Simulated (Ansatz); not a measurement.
Consider the ligand exchange at the Si–C bond: `C[SiH2][SiH2]CF` + H₂Se → `C[SiH2][SiH2][SeH]` + `CF`.

Gas-phase electronic energies from Ansatz, PBE0-D4/def2-TZVP geometries. CBS: MP2 limit from def2 TZ/QZ plus the TZ coupled-cluster correction, frozen cores. This one scheme is used for every species. DFT in def2-TZVPP. B3LYP here is the variant with VWN-RPA as its local correlation; programs differ in this. For Se outer-core shells are correlated without core-valence functions, which leaves a few kJ/mol of doubt a bond. Scalar relativity is left out up to krypton. Each species was taken in one conformer, which may not be the lowest.

Is it downhill or uphill in electronic energy at CCSD(T)/CBS, and by how much? (An estimate is asked.)

The calculation gave: Downhill: ΔE = -21.3 kcal/mol.

What do these levels give: PBE-D4, r2SCAN-D4, B2PLYP, r2SCAN, PBE0, B3LYP, MP2/def2-TZVPP, CCSD/def2-TZVPP, CCSD(T)/def2-TZVPP, SCS-MP2/def2-QZVPP, HF/CBS(def2), CCSD/CBS(def2)? (Best estimate.)

The calculation gave: PBE-D4 -20.2, r2SCAN-D4 -20.5, B2PLYP -20.4, r2SCAN -20.5, PBE0 -20.9, B3LYP -19.6, MP2/def2-TZVPP -22.1, CCSD/def2-TZVPP -20.2, CCSD(T)/def2-TZVPP -20.2, SCS-MP2/def2-QZVPP -21.8, HF/CBS(def2) -21.5, CCSD/CBS(def2) -21.3 kcal/mol.

Largest T1 diagnostic among the species: 0.012.

From PBE to PBE0 (25 % exact exchange), in def2-TZVPP and without D4, ΔE moves by −1.0 kcal/mol.
